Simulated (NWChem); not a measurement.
System: CHO₂, doublet; SMILES O=[C]O

The following NWChem deck was run.

```
start job
memory heap 200 mb stack 900 mb global 1100 mb
geometry units angstroms noautoz
  O     -0.175484     1.141737     0.000000
  C      0.418896     0.103054     0.000000
  O     -0.021672    -1.147002     0.000000
  H     -1.014934    -1.136882     0.000000
end
basis spherical
  O library def2-svpd
  C library def2-svpd
  H library def2-svpd
end
dft
  odft
  mult 2
  xc b3lyp
  iterations 150
end
tddft
  cis
  nroots 6
end
task tddft energy
```

In the optimisation the excess spin sits in a' (Cs, its own frame). The geometry was optimised at PBE-D3(BJ)/def2-SVP, spin-unrestricted. No stability test was run on the SCF state.

Vertical excitations in the gas phase. Excited states of an open shell can be spin-contaminated.

### Question
Give the results of this calculation. (B3LYP/def2-SVPD, spin-unrestricted, TDA.) Quantities: lowest excitation (eV); oscillator strength of that lowest state; lowest state with f > 0.02 (eV); oscillator strength of that bright state; lowest empty minus highest occupied level, either spin (eV).

### Answer
```json
{
 "lowest excitation (eV)": "4.16",
 "oscillator_strength_of_that_lowest_state": "0.006",
 "lowest state with f > 0.02 (eV)": "5.98",
 "oscillator_strength_of_that_bright_state": "0.074",
 "lowest empty minus highest occupied level, either spin (eV)": "3.81"
}
```
